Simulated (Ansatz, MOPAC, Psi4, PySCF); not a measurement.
Dimer: CH4 (SMILES C) (first 5 atoms) with CH4O (SMILES CO); geometry from B3LYP-D3(BJ)/def2-TZVP, rigid monomers moved along the line of their centres of mass till C1···H11 is 2.37 Å.
(charge 0, multiplicity 1):
| atom | x (Å) | y (Å) | z (Å) |
|---|---|---|---|
| C | -0.0721 | 0.0307 | -0.1567 |
| H | 0.0458 | 0.2660 | -1.2132 |
| H | -0.6491 | -0.8896 | -0.0623 |
| H | 0.9115 | -0.1037 | 0.2922 |
| H | -0.5942 | 0.8483 | 0.3387 |
| C | 0.6534 | 0.2635 | 3.3221 |
| O | -0.6952 | -0.0046 | 2.9682 |
| H | 1.2634 | -0.6464 | 3.3452 |
| H | 0.6389 | 0.6927 | 4.3230 |
| H | 1.1220 | 0.9853 | 2.6439 |
| H | -0.7097 | -0.3830 | 2.0837 |

Counterpoise-corrected where a basis set is named; no monomer relaxation. Rows marked so take none.

Frozen-core correlation. Rows in 6-31G* carry no dispersion term and start afresh at each structure (6-31G* with six Cartesian d functions). MP2/6-31G* freezes PySCF's default core. The state that PM7 reach isn't checked; PM7 holds dispersion and hydrogen-bond terms.

Codes used: Ansatz (Gaussian basis) for Hartree–Fock, density functionals and correlated methods; MOPAC for PM7 (differences of heats of formation); Psi4 for SAPT; PySCF for 6-31G* rows, the dispersion terms. 

| level | interaction energy (kJ/mol) |
|---|---|
| PM7 | -1.9 |
| HF/aug-cc-pVDZ | 7.6 |
| PBE-D4/def2-TZVPPD | -4.2 |
| BP86/6-31G* (no counterpoise) | 0.3 |
| B3LYP/6-31G* (no counterpoise) | -1.5 |
| PBE0-D4/def2-TZVPPD | -3.6 |
| MP2/6-31G* | (withheld) |
| CCSD(T)/aug-cc-pVDZ | (withheld) |
| SAPT0/jun-cc-pV(D+d)Z | 0.6 |

Complete the blanks.


- MP2/6-31G*, interaction energy (kJ/mol): 4.0
- CCSD(T)/aug-cc-pVDZ, interaction energy (kJ/mol): -1.0

Ansatz is a program for electronic structure.
